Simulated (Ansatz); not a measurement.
Input file for C2H7AlBClO, SMILES `C[CH]([AlH2])B(O)Cl`:

```yaml
crystal:
  periodic: [false, false, false]
  atoms:
    - {symbol: C, position_ang: [0.097628, -1.718197, -0.290566]}
    - {symbol: C, position_ang: [0.134703, -0.386023, 0.438326]}
    - {symbol: Al, position_ang: [1.439839, 1.101823, 0.004117]}
    - {symbol: B, position_ang: [-1.015739, 0.575133, 0.281567]}
    - {symbol: O, position_ang: [-2.134845, 0.463894, -0.452788]}
    - {symbol: Cl, position_ang: [-0.620565, 2.257658, 0.994454]}
    - {symbol: H, position_ang: [1.060951, -2.232692, -0.250101]}
    - {symbol: H, position_ang: [-0.154813, -1.582426, -1.344668]}
    - {symbol: H, position_ang: [-0.649472, -2.395984, 0.132670]}
    - {symbol: H, position_ang: [0.429850, -0.472679, 1.492343]}
    - {symbol: H, position_ang: [2.598912, 1.391229, 1.046252]}
    - {symbol: H, position_ang: [1.471759, 1.689187, -1.471070]}
    - {symbol: H, position_ang: [-2.637810, 1.274476, -0.565738]}
basis:
  gaussian: {orbitals: def2-TZVPP}
correlation: {method: ccsd_t}
```

```sh
$ ansatz run in.yaml --threads 2 --pin off --events-out ev --progress --plain --max-ram 22528MiB --backend cuda --devices 0, --max-vram 18GiB
```

Output of Ansatz, abridged:

```
Functional definition: HF
1812 factors; integrals over basis functions are off by at most 1.2e-3 eV
mean field evaluation 1: about -23967.2323 eV, gradient 4.5e1 eV
mean field evaluation 2: about -23967.4897 eV, gradient 4.5e1 eV
mean field evaluation 4: about -23972.2431 eV, gradient 4.4e0 eV
mean field evaluation 8: about -23972.3164 eV, gradient 2.9e-1 eV
mean field -23972.31693145 eV, -880.9663982109 hartree, gradient 2.9e-6 eV, S^2 0.000000; 0 other end points of the search recorded, 0 dependent functions left out
14 core orbitals not correlated: weight in the atoms' cores, before any rotation towards them, 1.000 or more for the frozen orbitals, at most 0.000 for the correlated occupied ones
reference -23972.31693145 eV, -880.9663982109 hartree; 17, 17 occupied and 275, 275 virtual orbitals, 1812 factors
second order -26.18401632 eV of doubles, -0.00000000 eV of singles
cycle   1  -26.90686456 eV  change   -7.2e-1 eV  update   1.1e-1
cycle   2  -27.53867595 eV  change   -6.3e-1 eV  update   3.1e-2
cycle   3  -27.67074008 eV  change   -1.3e-1 eV  update   1.6e-2
cycle   4  -27.65808484 eV  change    1.3e-2 eV  update   4.0e-3
cycle   5  -27.65648561 eV  change    1.6e-3 eV  update   1.8e-3
cycle   6  -27.65697176 eV  change   -4.9e-4 eV  update   5.7e-4
cycle   7  -27.65665354 eV  change    3.2e-4 eV  update   2.1e-4
cycle   8  -27.65663286 eV  change    2.1e-5 eV  update   7.8e-5
cycle   9  -27.65666645 eV  change   -3.4e-5 eV  update   3.2e-5
perturbative correction -1.13590219 eV, -0.0417436356 hartree
Total energy: -24001.10950010 eV, -882.0245055923 hartree
```

Hardware: 2 threads of an AMD EPYC 7R13 on a shared host and a share of an NVIDIA H100 80 GB. Wall time 6 s, peak host memory 0.89 GiB.

MP2 recovers 90.9 % of the CCSD(T) correlation energy and the triples give 3.9 %; T1 = 0.0116.
